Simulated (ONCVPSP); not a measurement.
# What one change does to a pseudopotential (lithium (Li), ONCV)

- Element: lithium (Li)
- Generator: ONCVPSP 4.0.1
- Type: optimised norm-conserving Vanderbilt (ONCV)
- Functional: PBE
- Relativity: scalar-relativistic
- Frozen core: [He]
- Valence charge: 1
- Reference configuration: 2s0.5 2p0.5
- Partial waves: 2s: rc 3.10 bohr, ncon 4, nbas 8, qcut 2.3 1/bohr, 3 projectors, debl 0.4 Ha; 2p: rc 4.00 bohr, ncon 5, nbas 9, qcut 1.7 1/bohr, 2 projectors, debl 0.9 Ha
- Local potential: polynomial inside 2.70 bohr (lpopt 5, dvloc0 0 Ha)
- Core correction: Teter function fitted to the true core (icmod 2), fcfact 0.45

Change: p: qcut 1.9.

Cutoffs: the cutoffs (Ha) at which the residual kinetic energy of the hardest occupied pseudo-wave falls to 1 and 0.1 mHa per electron; they do not see the model core or the augmentation charge, which bear on the density cutoff. Errors are all-electron minus pseudo energies relative to the spin-unpolarised reference configuration.

**Question.** How do hardness, ghosts and transferability respond?

**Answer.** The potential gets softer (1.7 Ha and 11 Ha → 1.6 Ha and 7.1 Ha); the errors of the 3 common tests hardly move; neither file shows a bound ghost.

| quantity | base | changed |
| --- | --- | --- |
| cutoff, loose | 1.7 Ha | 1.6 Ha |
| cutoff, tight | 11 Ha | 7.1 Ha |
| loose cutoff by channel | s 1.5 Ha, p 1.7 Ha | s 1.5 Ha, p 1.6 Ha |
| bound ghosts | none | none |
| GHOST(+) flags under 300 eV | none | none |
| error for 2s1 2p0, meV [ΔE -0.89 eV] | -3.2 | -2.9 |
| error for 2s0.5 2p0, meV [ΔE 1.16 eV] | +4.9 | +4.4 |
| error for 2s0 2p1, meV [ΔE 0.89 eV] | -3.8 | -3.3 |
| s: phases at 3.14 bohr within 0.05 rad from the reference energy up to (Ha; the scan ends near 5) | 3.0 | 3.0 |
| p: phases at 4.07 bohr within 0.05 rad from the reference energy up to (Ha; the scan ends near 5) | 1.6 | 1.6 |
| rms error of d²Exc/dni dnj with the model core, mHa | 2.50 | 2.46 |

Base: The cutoffs count occupied waves only; projector 2 of the p channel, the hardest unoccupied one, needs 11 Ha at the loose tolerance. Changed file: The cutoffs count occupied waves only; projector 2 of the p channel, the hardest unoccupied one, needs 12 Ha at the loose tolerance.
